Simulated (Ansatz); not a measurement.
Reaction (cleavage of the Si–Ge bond): `C[SiH](Cl)[GeH3]` + `BS` → `BS[SiH](C)Cl` + GeH₄

Gas-phase electronic energies from Ansatz, PBE0-D4/def2-TZVP geometries. CCSD(T)/CBS adds triple-zeta CCSD(T) − MP2 to the extrapolated MP2 energy (def2 sets, frozen cores). This one scheme is used for every species. DFT in def2-TZVPP. HSE06 is defined as in plane-wave codes. For Ge outer-core shells are correlated without core-valence functions, which leaves a few kJ/mol of doubt a bond. Scalar relativity is left out up to krypton. One conformer a species, not always the lowest.

`C[SiH](Cl)[GeH3]`:

Cartesian coordinates in Å:
```
C -0.919 1.459 -0.341
Si -0.385 -0.294 -0.672
Cl -2.022 -1.544 -0.463
Ge 1.296 -1.040 0.837
H -1.288 1.567 0.681
H -1.714 1.753 -1.030
H -0.074 2.140 -0.477
H 0.081 -0.439 -2.076
H 2.555 -0.162 0.711
H 0.786 -0.945 2.285
H 1.685 -2.496 0.544
```

`BS`:

```xyz
5

B    -0.278    0.087    0.501
S    -0.195   -0.247   -1.230
H    -1.373    0.136    0.969
H     0.707    0.251    1.150
H     1.139   -0.226   -1.390
```

`BS[SiH](C)Cl`:

Z-matrix (Å, degrees):
```
Si
S 1 2.153
Cl 1 2.056 2 106.6
C 1 1.852 2 111.5 3 -119.2
H 1 1.480 2 108.9 3 115.9
B 2 1.773 1 97.3 3 -169.1
H 4 1.092 1 110.4 2 58.0
H 4 1.092 1 110.2 2 -62.1
H 4 1.093 1 110.1 2 178.0
H 6 1.192 2 117.3 1 -178.5
H 6 1.196 2 121.4 1 1.6
```

GeH₄:

Z-matrix (Å, degrees):
```
Ge
H 1 1.534
H 1 1.534 2 109.5
H 1 1.534 2 109.5 3 -120.0
H 1 1.534 2 109.5 3 120.0
```

| level | ΔE (kcal/mol) | difference from CCSD(T)/CBS |
| --- | --- | --- |
| r2SCAN-D4 | -10.3 | 0.1 |
| ωB97M-V | -10.9 | -0.5 |
| revPBE | -7.6 | 2.8 |
| BLYP | -7.8 | 2.6 |
| HSE06 | -8.9 | 1.5 |
| CCSD/def2-SVP | -9.4 | 1.0 |
| MP2/def2-TZVPP | -11.9 | -1.5 |
| SCS-MP2/def2-TZVPP | -11.3 | -0.9 |
| CCSD(T)/def2-TZVPP | -10.1 | 0.3 |
| SCS-MP2/def2-QZVPP | -11.7 | -1.3 |
| CCSD(T)/CBS | -10.4 | 0 |

Largest T1 diagnostic among the species: 0.015.

At CCSD(T), def2-SVP lies +0.9 kcal/mol from the extrapolated value and def2-TZVPP +0.3 kcal/mol. From BLYP to BHLYP (50 % exact exchange), in def2-TZVPP and without D4, ΔE moves by −2.0 kcal/mol. The D4 term adds −1.2 kcal/mol with B3LYP and −0.6 kcal/mol with PBE0; it sums over pairs of atoms, weighted by their polarisabilities, and B3LYP, whose exchange is more repulsive, gets the larger term.

B3LYP here is the variant with VWN-RPA as its local correlation; programs differ in this.
